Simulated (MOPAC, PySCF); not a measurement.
C7H14Si, SMILES `[SiH3][C@]12C[C@H](CC1)CC2`, neutral singlet in the gas phase. 

Cartesian coordinates (Å):
```xyz
22

Si     2.4989    -0.4502    -0.2774
C      0.6650    -0.0953    -0.0367
C      0.2834     1.4008    -0.1007
C     -1.2426     1.3765    -0.3844
C     -1.5648    -0.1222    -0.4390
C     -1.4640    -0.6936     0.9810
C      0.0620    -0.6697     1.2651
C     -0.2949    -0.6870    -1.0893
H      3.3122     0.1803     0.8102
H      2.7511    -1.9259    -0.2554
H      2.9674     0.0973    -1.5899
H      0.5395     1.9206     0.8353
H      0.8252     1.9152    -0.9107
H     -1.8293     1.8956     0.3889
H     -1.4740     1.8611    -1.3455
H     -2.5119    -0.3561    -0.9470
H     -2.0427    -0.1002     1.7053
H     -1.8571    -1.7213     1.0175
H      0.3285    -0.0529     2.1370
H      0.4402    -1.6854     1.4643
H     -0.2757    -1.7884    -1.1232
H     -0.1164    -0.2993    -2.1054
```
Charge 0, spin multiplicity 1.

All levels are single points at this geometry (PBE0-D3(BJ)/def2-SVP); Pople sets use spherical d functions. Orbital energies aren't observables, and empty levels follow the basis.

BP86/6-31G* in PySCF gives HOMO (eV) = -6.78.

Problem. Estimate the HOMO (eV) from each of these levels: M06-2X/def2-TZVP in PySCF; PBE-D3(BJ)/def2-TZVP in PySCF; B3LYP/6-311+G** in PySCF; B3LYP/6-31G* in PySCF; B3LYP/LANL2DZ in PySCF; M06-2X/6-31G* in PySCF; HF/6-31G* in PySCF; AM1 in MOPAC.

Solution. 
```tsv
level	HOMO (eV)
M06-2X/def2-TZVP in PySCF	-9.17
PBE-D3(BJ)/def2-TZVP in PySCF	-6.88
B3LYP/6-311+G** in PySCF	-7.92
B3LYP/6-31G* in PySCF	-7.71
B3LYP/LANL2DZ in PySCF	-7.83
M06-2X/6-31G* in PySCF	-9.09
HF/6-31G* in PySCF	-10.99
AM1 in MOPAC	-10.84
```
